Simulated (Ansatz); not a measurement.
CH5InSe, SMILES `C[Se][InH2]`. The species carries charge 0 and has multiplicity 1. In takes the def2 core potential. All single points use the PBE0-D4/def2-TZVP geometry.

```xyz
8

C     1.367    0.563    0.317
Se   -0.451    1.029    0.896
In   -1.761   -0.675   -0.366
H     1.953    0.313    1.199
H     1.350   -0.284   -0.365
H     1.799    1.428   -0.182
H    -0.796   -1.721   -1.330
H    -3.461   -0.652   -0.169
```

(1) What is the dipole moment at PBE/def2-TZVPP? (Best estimate.)

(2) And with r2SCAN, B3LYP, ωB97M-V? (An estimate is asked.)

(3) Give the Mulliken charges with PBE, B3LYP, ωB97M-V in def2-TZVPP. (An estimate is asked.)

## Answers

(1) Computed: 1.27 D, with components (0.75, -0.75, -0.70) D in this frame, pointing from negative to positive charge.

(2) The calculation gave: r2SCAN 1.40 D, B3LYP 1.33 D, ωB97M-V 1.44 D.

(3) Computed: 
| atom | PBE | B3LYP | ωB97M-V |
| --- | --- | --- | --- |
| C1 | -0.34 | -0.35 | -0.40 |
| Se2 | -0.23 | -0.24 | -0.22 |
| In3 | 0.43 | 0.47 | 0.37 |
| H4 | 0.13 | 0.13 | 0.15 |
| H5 | 0.12 | 0.12 | 0.13 |
| H6 | 0.13 | 0.13 | 0.15 |
| H7 | -0.13 | -0.14 | -0.10 |
| H8 | -0.11 | -0.12 | -0.08 |

B3LYP here is the variant with VWN-RPA as its local correlation; programs differ in this.
